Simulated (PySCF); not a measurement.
**Run times: copper in x2c-QZVPPall-2c**

Measured wall times of calculations with PySCF 2.14 in x2c-QZVPPall-2c (11s9p6d4f2g, 114 functions), with two-component X2C-1e, run from one Python driver. Hardware: 1 thread of Intel(R) Xeon(R) Platinum 8259CL CPU @ 2.50GHz on a shared host, 1.3 GiB allowed. The two-electron integrals over 114 functions were computed once and kept in memory (4.3 CPU seconds with the set-up); the times below exclude them.

Launch command (the driver calls PySCF for each step listed in the task file):

```bash
OMP_NUM_THREADS=1 python sorun2.py TASK.json OUT
```

| species | step | iterations | wall time (s) |
| --- | --- | --- | --- |
| Cu³⁺ [Ar] 3d8 | GHF, spin-free | 7 | 7 |
| Cu³⁺ [Ar] 3d8 | GMP2 (16 electrons), spin-free |  | 3.1 |
| Cu³⁺ [Ar] 3d8 | GHF, screened spin-orbit | 11 | 17 |
| Cu³⁺ [Ar] 3d8 | GMP2 (16 electrons), screened spin-orbit |  | 1.5 |
| Cu⁴⁺ [Ar] 3d7 | GHF, spin-free | 7 | 7 |
| Cu⁴⁺ [Ar] 3d7 | GMP2 (15 electrons), spin-free |  | 1.4 |
| Cu⁴⁺ [Ar] 3d7 | GHF, screened spin-orbit | 15 | 22 |
| Cu⁴⁺ [Ar] 3d7 | GMP2 (15 electrons), screened spin-orbit |  | 1.4 |

Peak memory of the process: 0.52 GiB. Times on a shared host vary from run to run.
